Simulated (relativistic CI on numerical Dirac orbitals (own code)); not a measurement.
Calculated levels, Os³⁹⁺

These numbers are calculated, not measured: Dirac-Coulomb-Breit CI, separate exchange-only KLI orbitals for each configuration, a model potential for QED, unscaled Slater integrals (own radial code, finite nucleus).

Configuration list (outside the closed core [Ar] 3d10): 4s2.4p6.4d, 4s2.4p6.4f, 4s2.4p5.4d2, 4s.4p6.4d2, 4s2.4p5.4d.4f, 4s.4p6.4d.4f, 4s2.4p6.5s, 4s2.4p6.5p, 4s2.4p6.5d, 4p6.4d3, 4p5.4d4, 4p5.4d3.4f, 4s.4p6.4f2, 4s.4p5.4f3, 4p6.4f3. Double excitations out of closed p, d and f shells are left out; levels of such configurations are missing from the list, as are those of other unlisted configurations, and high levels can miss mixing partners.

The lowest level is 4s2.4p6.4d 2D_3/2, with 100 % of that term; Hund's rules for 4s2.4p6.4d give 2D with J = 3/2, in agreement.

| No. | Configuration | Term | J | E (cm⁻¹) | % | Next component (%) | Landé g |
| --- | --- | --- | --- | --- | --- | --- | --- |
| 1 | 4s2.4p6.4d | 2D | 3/2 | 0 | 100 |  | 0.795 |
| 2 | 4s2.4p6.4d | 2D | 5/2 | 178212 | 100 |  | 1.196 |
| 3 | 4s2.4p5.4d2 | 4D° | 3/2 | 1288047 | 45 | 23 4F° | 0.990 |
| 4 | 4s2.4p5.4d2 | 4D° | 1/2 | 1290181 | 86 | 12 2P° | 0.111 |
| 5 | 4s2.4p5.4d2 | 4F° | 5/2 | 1317076 | 36 | 22 2D° | 1.021 |
| 6 | 4s2.4p5.4d2 | 4G° | 7/2 | 1331850 | 33 | 32 2G° | 1.022 |
| 7 | 4s2.4p5.4d2 | 4P° | 3/2 | 1395423 | 28 | 26 2P° | 1.352 |
| 8 | 4s2.4p5.4d2 | 4D° | 5/2 | 1443269 | 48 | 23 4P° | 1.297 |
| 9 | 4s2.4p5.4d2 | 4G° | 9/2 | 1468803 | 71 | 16 2G° | 1.176 |
| 10 | 4s2.4p5.4d2 | 4D° | 7/2 | 1472061 | 42 | 37 4F° | 1.277 |
| 11 | 4s2.4p5.4d2 | 4D° | 3/2 | 1490571 | 42 | 36 2D° | 1.080 |
| 12 | 4s2.4p5.4d2 | 4P° | 5/2 | 1494801 | 40 | 35 2F° | 1.215 |
| 13 | 4s2.4p5.4d2 | 2H° | 11/2 | 1504581 | 59 | 41 4G° | 1.160 |
| 14 | 4s2.4p5.4d2 | 2G° | 7/2 | 1513549 | 45 | 30 2F° | 1.064 |
| 15 | 4s2.4p5.4d2 | 4P° | 1/2 | 1530893 | 34 | 29 2S° | 1.654 |
| 16 | 4s2.4p5.4d2 | 2F° | 7/2 | 1551274 | 37 | 30 4D° | 1.164 |
| 17 | 4s2.4p5.4d2 | 4D° | 5/2 | 1556200 | 42 | 40 2D° | 1.215 |
| 18 | 4s2.4p5.4d2 | 2D° | 3/2 | 1566963 | 31 | 31 4S° | 1.396 |
| 19 | 4s2.4p5.4d2 | 2G° | 9/2 | 1573639 | 57 | 24 4F° | 1.125 |
| 20 | 4s2.4p5.4d2 | 2F° | 5/2 | 1613143 | 53 | 31 4s2.4p6.4f 2F° | 0.877 |
| 21 | 4s2.4p5.4d2 | 4G° | 11/2 | 1650254 | 59 | 41 2H° | 1.195 |
| 22 | 4s2.4p5.4d2 | 2D° | 3/2 | 1662288 | 36 | 32 4F° | 0.854 |
| 23 | 4s2.4p5.4d2 | 2D° | 5/2 | 1671368 | 52 | 19 2F° | 1.209 |
| 24 | 4s2.4p5.4d2 | 2F° | 7/2 | 1672129 | 42 | 33 4D° | 1.216 |
| 25 | 4s2.4p5.4d2 | 2G° | 9/2 | 1692911 | 47 | 40 4F° | 1.170 |
| 26 | 4s2.4p5.4d2 | 2P° | 1/2 | 1709381 | 69 | 15 4P° | 1.007 |
| 27 | 4s2.4p5.4d2 | 2P° | 1/2 | 1746157 | 55 | 23 2S° | 0.816 |
| 28 | 4s2.4p5.4d2 | 2F° | 7/2 | 1767194 | 39 | 26 4D° | 1.178 |
| 29 | 4s2.4p5.4d2 | 2P° | 3/2 | 1808613 | 60 | 23 2D° | 1.266 |
| 30 | 4s2.4p5.4d2 | 2D° | 5/2 | 1879081 | 30 | 25 4s2.4p6.4f 2F° | 1.022 |

Energies count from the lowest computed level; ° marks odd parity.

The mean weight of the leading LS term, summed over parents, in these 30 levels is 51 %, and that of the leading jj configuration (from the same eigenvectors) 89 %, so jj coupling describes them better and the LS labels are nominal.

At this charge energies of transitions that change n are usually good to better than 1 %, and those within a shell (Δn = 0) to a few per cent.

LS names give the leading component of a level, which can be under half, so a name can repeat, a term be missing and a line seem to break the LS rules.
